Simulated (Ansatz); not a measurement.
Consider the isomerisation: `C[SiH](F)N[SiH2]O` → `CO[Si](N)(F)[SiH3]`.

Gas-phase electronic energies from Ansatz, PBE0-D4/def2-TZVP geometries. CBS: MP2 limit from def2 TZ/QZ plus the TZ coupled-cluster correction, frozen cores. DFT in def2-TZVPP. B3LYP here is the variant with VWN-RPA as its local correlation; programs differ in this. Each species was taken in one conformer, which may not be the lowest.

CCSD(T)/CBS gives +165.2 kJ/mol.

Q: Another level gave +152.9 kJ/mol. Which?
A. B3LYP-D4/def2-TZVPP
B. ωB97M-V/def2-TZVPP
C. CCSD(T)/def2-TZVPP
D. SCS-MP2/def2-TZVPP

A: A. B3LYP-D4 152.9, SCS-MP2/def2-TZVPP 170.8, ωB97M-V 166.2, CCSD(T)/def2-TZVPP 162.0 kJ/mol.

Largest T1 diagnostic among the species: 0.012.

From PBE to PBE0 (25 % exact exchange), in def2-TZVPP and without D4, ΔE moves by +8.7 kJ/mol.
